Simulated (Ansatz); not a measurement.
Consider the substitution at a C–C bond: `C[CH2][Mg][Br]` + `CN[SiH](O)O` → `CN(C)[SiH](O)O` + `[CH3][Mg][Br]`.

Calculated with Ansatz (gas phase, PBE0-D4/def2-TZVP geometries, no zero-point term in ΔE). CBS: MP2 limit from def2 TZ/QZ plus the TZ coupled-cluster correction, frozen cores. Functionals use def2-TZVPP. For Br, Mg outer-core shells are correlated without core-valence functions, which leaves a few kJ/mol of doubt a bond. Scalar relativity is left out up to krypton. One conformer a species, not always the lowest.

| species | ωB97M-V energy (Eh) |
| --- | --- |
| `C[CH2][Mg][Br]` | -2853.34658 |
| `CN[SiH](O)O` | -537.15171 |
| `CN(C)[SiH](O)O` | -576.44663 |
| `[CH3][Mg][Br]` | -2814.05086 |

Problem. Work out ΔE.

Solution. ΔE = (-576.44663) + (-2814.05086) − (-2853.34658) − (-537.15171) = 0.00080 Eh = +0.5 kcal/mol. CCSD(T)/CBS gives +1.1 kcal/mol.

Largest T1 diagnostic among the species: 0.011.

The D4 term adds −1.3 kcal/mol with B3LYP and −0.7 kcal/mol with PBE0; it sums over pairs of atoms, weighted by their polarisabilities, and B3LYP, whose exchange is more repulsive, gets the larger term. In def2-TZVPP, CCSD(T) changes the Hartree–Fock value by −1.6 kcal/mol (the triples alone add −0.4 kcal/mol) and MP2 by −1.6 kcal/mol.

B3LYP here is the variant with VWN-RPA as its local correlation; programs differ in this.
